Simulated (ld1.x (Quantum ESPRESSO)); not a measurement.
# Before and after: TM potential for B

| Quantity | Value |
| --- | --- |
| Element | boron (B) |
| Generator | ld1.x (Quantum ESPRESSO) 7.5 |
| Type | norm-conserving Troullier–Martins (Kleinman–Bylander form) |
| Functional | LDA (PZ) |
| Relativity | scalar-relativistic |
| Frozen core | [He] |
| Valence charge | 3 |
| Reference configuration | 2s1.75 2p1.25 |
| Partial waves | 2p (bound): rc 2.45 bohr; 3d channel at 0.45 Ry: rc 2.20 bohr; 2s (bound): rc 1.70 bohr |
| Local potential | the s channel |
| Core correction | none |

Change: functional PBE.

Cutoffs: the cutoffs (Ry, on a coarse ladder) from which the occupation-weighted sum of valence levels, in a spherical-Bessel basis at the reference potential, stays within 10 and 1 mRy of its value at 400 Ry; they do not see the model core or the augmentation charge, which bear on the density cutoff. Errors are all-electron minus pseudo energies relative to the spin-unpolarised reference configuration.

Task: Predict the effect on cutoff, ghosts and configuration errors.

Result: The potential gets neither clearly harder nor softer (18 Ry and 40 Ry → 18 Ry and 40 Ry); the number of tests with a reliable result goes from 9 to 7; of the 7 tests that both files solve, the error grows in 3 and shrinks in 0 by more than 15 % and 0.3 meV (median size 3.1 → 5.7 meV); neither file shows a bound ghost.

| quantity | base | changed |
| --- | --- | --- |
| cutoff, loose | 18 Ry | 18 Ry |
| cutoff, tight | 40 Ry | 40 Ry |
| bound ghosts | none | none |
| error for 2s2 2p1, meV [ΔE -1.42 → -1.46 eV] | 0.0 | +0.1 |
| error for 2s2 2p0, meV [ΔE 6.91 → 6.76 eV] | +57 | +60 |
| error for 2s1 2p0, meV [ΔE 32.21 → 32.18 eV] | +213 | +192 |
| error for 2s1 2p2, meV [ΔE 4.27 → 4.39 eV] | +0.2 | +2.1 |
| error for 2s0 2p3, meV [ΔE 9.98 → 10.26 eV] | +3.7 | +5.7 |
| error for 2s2 2p1.3, meV [ΔE -2.19 → -2.20 eV] | -0.5 | -0.6 |
| error for 2s1 2p1, meV [ΔE 12.86 → 12.90 eV] | -3.1 | -9.9 |
| s: phases at 2.64 bohr within 0.05 rad from the reference energy up to (Ry; the scan ends near 5) | 1.6 | 1.7 |
| p: phases at 2.64 bohr within 0.05 rad from the reference energy up to (Ry; the scan ends near 5) | 1.6 | 1.6 |
| d: phases at 2.64 bohr within 0.05 rad from the reference energy up to (Ry; the scan ends near 5) | to the end of the scan | to the end of the scan |
